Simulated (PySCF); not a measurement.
Gas-phase reaction: 2 SnO + Br₂ → SnBr₂ + SnO₂

Computed with PySCF (xtb for GFN2) and rigid-rotor harmonic-oscillator thermochemistry at 1 bar. † marks an energy on the PBE0/def2-TZVP geometry and frequencies; other levels use their own. CCSD(T) freezes the core. All species are closed-shell singlets. Sn: scalar-relativistic def2 core potential, no spin-orbit coupling. Br: all electrons, no relativistic terms. SnO₂: computed as isolated molecules; such fragments, hydroxides, amides, oligomers or adducts are transient or little studied in the gas. CCSD(T) isn't extrapolated to the basis-set limit. Warning, large T1 diagnostic: SnO, SnO₂ (CCSD(T)/def2-TZVPP†).

BLYP/def2-TZVP† gives ΔH°(298 K) = -147 kJ.

Q: What do GFN2-xTB, CCSD(T)/def2-TZVPP†, HF/def2-TZVP† give?

A: GFN2-xTB: -171 kJ; CCSD(T)/def2-TZVPP†: -162 kJ; HF/def2-TZVP†: -200 kJ. For scale, ΔH°(298 K) is -147 kJ at this level, -177 kJ at ωB97M-V/def2-TZVP†, and runs from -214 to -136 kJ over the 18 levels computed.
